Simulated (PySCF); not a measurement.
Isomers C$_{5}$H$_{7}$FO$_{2}$:

A. SMILES O=C1CCC[C@@H](F)O1
B. `C([C@H]1[C@H](OC)C1)(=O)F`
C. SMILES CC(=C=O)O[C@H](C)F

Spectrum 1. $^{1}$H NMR (300 MHz, computed): δ 6.30 (m, 1H), 2.73 (m, 1H), 2.40 (m, 1H), 2.16 (m, 1H), 2.07 (m, 1H), 2.07 (m, 1H), 1.75 (m, 1H). $^{13}$C{$^{1}$H} NMR (computed): δ 173.9 (C), 110.2 (CH), 32.7 (CH2), 31.3 (CH2), 20.1 (CH2).

Spectrum 2. $^{1}$H NMR (300 MHz, computed): δ 5.42 (m, 1H), 2.25 (s, 3H), 1.62 (m, 3H). $^{13}$C{$^{1}$H} NMR (computed): δ 244.5 (C), 113.9 (CH), 89.3 (C), 24.2 (CH3), 15.3 (CH3).

Spectrum 3. $^{1}$H NMR (300 MHz, computed): δ 3.61 (s, 3H), 3.45 (m, 1H), 1.76 (m, 1H), 1.58 (m, 1H), 1.44 (m, 1H). $^{13}$C{$^{1}$H} NMR (computed): δ 173.5 (C, d, J = 404.7 Hz), 70.9 (CH, d, J = 3.4 Hz), 61.3 (CH3), 20.4 (CH2, d, J = 2.1 Hz), 20.4 (CH, d, J = 77.4 Hz).

- structure optimised with GFN2-xTB
- NMR shieldings at PBE0/pcSseg-1/GIAO
- spin–spin couplings from B3LYP/pcJ-1 (spin–dipole term left out of most H,H and C,H couplings)
- run in PySCF 2.14.0 with density-fitted response routines
- fast rotation and ring inversion assumed for equivalent nuclei, non-relativistic, isolated molecule, a single conformation

References, each an isolated molecule treated in the same way: $^{1}$H, $^{13}$C vs TMS. Multiplet labels drop J under 1 Hz and among equivalent protons, and merge close values. Unscaled 3J(H,H) run several per cent high. Splittings of carbon signals by F and P are missing where no couplings were computed. Where no couplings were computed, multiplicities follow the n + 1 count of equivalent neighbours, and m marks all less simple cases (inequivalent or close neighbours, rings, F or P nearby). Vicinal couplings that depend on rotamer populations or ring flexing (ring, CH–CH, X–H and H–F types) are those of the one conformer. One-bond C–F couplings are unscaled and too large by tens of Hz. Shifts are as computed. Against solution values, carbons near 30 ppm lie about +3 ppm off and those near 130 ppm about +5 ppm. Of 1211 compounds with measured shifts, 218 miss one by over three times the rms of a fit or turn the order of signals round; such compounds aren't used in these exercises.

Match each spectrum to its structure.

## Answers

1–A, 2–C, 3–B.

- Spectrum 1 (A): 5 $^{13}$C signals; δC 173.9 is an ester carbonyl carbon; δC 110.2 is an sp3 CH bonded to F and O.
- Spectrum 2 (C): 5 $^{13}$C signals; δC 113.9 is an sp3 CH bonded to F and O; δC 24.2 is a methyl carbon.
- Spectrum 3 (B): 5 $^{13}$C signals; δC 70.9 is a three-membered-ring carbon; δC 61.3 is a methyl carbon bonded to O.
